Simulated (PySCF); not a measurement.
Species: C7H11S (doublet state).
Structure used (GFN2-xTB), in Å, numbered top down from 1:
```xyz
19
C7H11S angstrom
C      3.298    1.126   -1.006
C      2.931   -0.158   -0.684
C      1.979   -0.487    0.211
C      1.018   -0.816    1.006
C     -0.421   -0.997    0.577
C     -1.297    0.060    1.235
S     -3.068   -0.159    0.860
C     -3.104    0.406   -0.864
H      2.818    1.971   -0.547
H      4.074    1.317   -1.722
H      3.450   -0.981   -1.167
H      1.192   -0.971    2.067
H     -0.769   -1.988    0.879
H     -0.487   -0.920   -0.510
H     -1.231   -0.006    2.321
H     -1.010    1.065    0.922
H     -2.573   -0.297   -1.500
H     -2.660    1.396   -0.928
H     -4.148    0.447   -1.155
```

The hyperfine couplings belong to this conformer and change with its torsions.

The species is `C=C/[C]=C\CCSC` [radical].

Computed, not measured: UKS B3LYP, pcH-1 on C H S, non-relativistic, mean-field spin-orbit, GIAO in PySCF 2.14.0. One conformer (not necessarily the lowest) at the GFN2-xTB geometry, without solvent, vibrations or thermal averaging. The geometry wasn't refined by DFT: couplings that depend on bond lengths, twists or pyramidal angles can differ widely from those at the functional's own minimum. No stability test was run, so a lower SCF solution isn't excluded. ⟨S²⟩ is 0.775 where a pure state has 0.75.

What is the g tensor, term by term?

```tsv
Δg (ppm)	1	2	3
relativistic mass correction	-145	-145	-145
gauge correction	6	37	29
orbital Zeeman/spin–orbit	-23	184	526
total	-162	77	410
```

So g = 2.00216, 2.00240, 2.00273 and g_iso = 2.00243; the tensor is rhombic: the two nearest values differ by 42 % of g3 − g1. Axes: g2 points within 5° of the C2–C3 bond.

What effective moment and Curie constant follow for a powder?

With the mean of g² = 4.0097 and S(S+1) = 0.75: μ_eff = √(⟨g²⟩S(S+1)) = 1.734 μB and χT = 0.12505·⟨g²⟩·S(S+1) = 0.376 cm³ K/mol (cgs; spin-Hamiltonian part alone).

How much does each term add to the isotropic shift?

The orbital-Zeeman/spin–orbit term 229, the mass correction -145 and the gauge correction 24 ppm, for a total of 108 ppm. The orbital-Zeeman/spin–orbit term is the largest in size. The mass correction is the same along every axis, so the anisotropy comes from the other two: their spans along these axes are 31 (gauge) and 550 ppm (orbital Zeeman/spin–orbit).

In a frozen sample, at which fields do the three g values resonate at 9.5, 34, 94 and 263 GHz (hyperfine left aside), and which band first spreads them over more than twice a line width of 0.5 mT?

```tsv
band	GHz	B(g3) mT	B(g2) mT	B(g1) mT	spread mT
X	9.5	338.91	338.97	339.01	0.10
Q	34.0	1212.96	1213.16	1213.30	0.35
W	94.0	3353.47	3354.03	3354.42	0.96
J	263.0	9382.57	9384.14	9385.25	2.68
```

The spread grows in proportion to the frequency. J band is the first where it exceeds 1.0 mT.

The Mulliken spin populations are largest on C1 (+0.71), C3 (+0.60), C2 (-0.25) and C4 (-0.10). The positive populations add up to 1.42 and the negative ones to -0.42, together 2S = 1. The angles at C1 add up to 360.0°, so it is planar; its axial dipolar tensor and the negative couplings of its protons fit spin in a p orbital normal to that plane.

The HOMO–LUMO gaps are 5.27 eV among the α and 3.84 eV among the β orbitals.

The SMILES draws the unpaired electron on C3; the largest computed Mulliken spin population is on C1 (0.71 against 0.60).
